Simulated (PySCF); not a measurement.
Solvent effects on NMR parameters

Cartesian coordinates in Å; atom numbers follow the order of the lines, from 1:
```xyz
15

O     1.540   -0.082    1.795
C     1.064   -0.284    0.715
C    -0.423   -0.394    0.478
O    -0.791   -1.076   -0.707
C    -1.571    0.027   -1.175
C    -1.132    0.893    0.004
F    -2.125    1.325    0.820
C     1.974   -0.374   -0.532
F     1.505    0.442   -1.488
F     3.205    0.001   -0.237
F     2.006   -1.610   -1.009
H    -0.888   -0.799    1.395
H    -2.653   -0.185   -1.164
H    -1.260    0.362   -2.177
H    -0.473    1.741   -0.237
```

GIAO PBE0/pcSseg-1 in PySCF on one PBE0-D3(BJ)/def2-SVP conformer, non-relativistic, equivalent nuclei averaged. Solvents enter as an IEF-PCM continuum (chloroform with ε = 4.7) around the gas-phase geometry. Shifts are referred to TMS, CFCl3 computed in the same medium.

Gas phase, δ in ppm: C2 198.7, C8 120.6, C3 91.7, C6 89.4, C5 79.1, F9/F10/F11 -89.8, F7 -184.6, H12 5.26, H15 5.14, H13 4.94, H14 4.88. Dipole moment 2.42 D.

Problem. How does each δ change in the continuum?

Solution. 
```tsv
atoms	environment	Δδ, chloroform
C2	ketone carbonyl carbon	+2.5
C8	CF3 carbon	+0.8
C3	sp3 CH bonded to O, α to a carbonyl	+1.2
C6	sp3 CH bonded to F	+1.2
C5	sp3 CH2 bonded to O	+1.5
F9/F10/F11	fluorine of a CF3 group	+1.2
F7	fluorine on an sp3 carbon	-1.4
H12	hydrogen on an sp3 CH bonded to O, α to a carbonyl	+0.22
H15	hydrogen on an sp3 CH bonded to F	+0.24
H13	hydrogen on an sp3 CH2 bonded to O	+0.16
H14	hydrogen on an sp3 CH2 bonded to O	+0.17
```

Changes are relative to the gas phase. The dipole moment becomes 2.84 D in chloroform.

Problem. Which of the listed nuclei move most (in ppm), and what does the model miss? (N and O are left out, as their reference compounds move with the solvent too.)

Solution. C2 (ketone carbonyl carbon, +2.5 ppm) in chloroform. A continuum only polarises the solute; specific hydrogen bonds, the anisotropy of aromatic solvents and changes of geometry or conformer are outside it.
